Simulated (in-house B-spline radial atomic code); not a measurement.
## Ionising Mn with different functionals

Computed with an all-electron radial atomic-structure program (B-spline basis): four-component Dirac-Coulomb Hamiltonian, Fermi nucleus of rms radius 3.7057 fm, spin-restricted, spherical fractional occupations for the functionals. The ionisation energy is the difference of two self-consistent energies, [Ar] 3d5 4s2 → [Ar] 3d5 4s1, without Breit or QED terms; ε is the level of the shell that loses the electron (mean over j).

Hybrids are left out here: with spherical fractional occupations of an open shell their exact exchange keeps a self-interaction that integer-occupation calculations don't have.

| method | rung | ΔSCF (eV) | -ε(4s) (eV) |
| --- | --- | --- | --- |
| LDA VWN5 | LDA | 8.65 | 5.28 |
| relativistic LDA | LDA | 8.64 | 5.27 |
| LDA PW92 | LDA | 8.65 | 5.28 |
| LDA exchange-only | LDA | 7.66 | 4.34 |
| PBE | GGA | 8.42 | 5.11 |
| PBEsol | GGA | 8.43 | 5.12 |
| BLYP | GGA | 8.40 | 5.02 |
| RPBE | GGA | 8.31 | 5.04 |
| PW91 | GGA | 8.48 | 5.16 |
| BP86 | GGA | 8.61 | 5.27 |
| AM05 | GGA | 8.37 | 5.06 |
| OLYP | GGA | 8.04 | 4.79 |

**Question.** How do they compare with the NIST value?

**Answer.** NIST lists 7.434 eV (measured, ground level to ground level). Errors run from +0.22 to +1.21 eV; OLYP is closest (+0.61 eV), but part of that can be cancellation, since the calculations leave out Breit-QED terms, spin polarisation, the choice among j levels, multiplet and fine-structure energies.
